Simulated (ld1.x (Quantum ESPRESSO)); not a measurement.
# What the settings do to the TM potential of magnesium

Base potential:

| Item | Value |
| --- | --- |
| Element | Mg (Z = 12) |
| Generator | ld1.x (Quantum ESPRESSO) 7.5 |
| Type | norm-conserving Troullier–Martins (Kleinman–Bylander form) |
| Functional | LDA (PZ) |
| Relativity | scalar-relativistic |
| Frozen core | [He] |
| Valence charge | 10 |
| Reference configuration | 2s2 2p6 3s1.5 3p0 (charge +0.5) |
| Partial waves | 2p (bound): rc 1.20 bohr; 2s (bound): rc 0.55 bohr |
| Local potential | the s channel |
| Core correction | Bessel-smoothed model core inside 0.35 bohr |

Occupied shells without a wave of their own: 3s. They enter only through the test configuration that unscreens the potential, and ld1.x also counts them in the model core charge.

All-electron outer shells of the reference configuration (LDA (PZ), scalar-relativistic, ld1.x):

```
shell  level (eV)  outermost node (bohr)  outermost maximum (bohr)
   2s      -83.57                   0.18                      0.55
   2p      -50.99                      –                      0.48
   3s       -8.03                   0.90                      2.44
   3p       -4.12                   0.95                      3.13
```

Cutoffs, loose and tight: the cutoffs (Ry, on a coarse ladder) from which the occupation-weighted sum of valence levels, in a spherical-Bessel basis at the reference potential, stays within 10 and 1 mRy of its value at 400 Ry. They do not see the model core or the augmentation charge, which bear on the density cutoff. Test errors are all-electron minus pseudo excitation energies from the reference, over the configurations 2s2 2p6 3s2 3p0; 2s2 2p6 3s1 3p0; 2s2 2p6 3s0 3p0; 2s2 2p5 3s2 3p0; 2s1 2p6 3s2 3p0; 2s2 2p6 3s1 3p1; 2s2 2p6 3s0 3p1 (two spin-polarised tests are not counted in the largest error). A dash means not determined; rows that change the core or the reference have their own tests. The largest error is taken over the tests solved by every variant that gives reliable tests at all: 2s1 2p6 3s2 3p0; 2s2 2p5 3s2 3p0; 2s2 2p6 3s0 3p0; 2s2 2p6 3s0 3p1; 2s2 2p6 3s1 3p0; 2s2 2p6 3s1 3p1.

With those shells counted twice in exchange and correlation these files are broken, and their errors move erratically; no question is asked of them.

```csv
change,outcome,"cutoff, loose","cutoff, tight",bound ghosts,largest test error (meV)
base,generated,over 300 Ry,over 300 Ry,none,-762
"all radii but the core radius scaled by about 0.75 (s 0.42, p 0.90 bohr)",generated,over 300 Ry,over 300 Ry,none,-761
"all radii but the core radius scaled by about 0.85 (s 0.46, p 1.02 bohr)",generated,over 300 Ry,over 300 Ry,none,-759
"all radii but the core radius scaled by about 0.91 (s 0.50, p 1.10 bohr)",generated,over 300 Ry,over 300 Ry,none,-759
"all radii but the core radius scaled by about 1.13 (s 0.62, p 1.36 bohr)",generated,300 Ry,over 300 Ry,none,-776
"all radii but the core radius scaled by about 1.20 (s 0.66, p 1.44 bohr)",generated,260 Ry,over 300 Ry,none,-793
"all radii but the core radius scaled by about 1.28 (s 0.70, p 1.54 bohr)",generated,230 Ry,over 300 Ry,none,-809
"all radii but the core radius scaled by about 1.38 (s 0.76, p 1.66 bohr)",generated,140 Ry,300 Ry,none,-842
```

Reading the sweep of the scale of all radii but the core radius (base = 1) (base included, trends over the rows without a ghost): The loose cutoff falls from 300 Ry at 1.13 to 140 Ry at 1.38. A larger radius leaves more room for a smooth pseudo-wave, so fewer plane waves are needed; a smaller one forces it to follow the all-electron wave where it bends sharply. The median size of the test errors (rows with all tests solved) rises from 71.6 meV at 0.75 to 378.2 meV at 1.38. More of the atom is replaced by a form fitted at one configuration, so other configurations suffer as the radius grows.
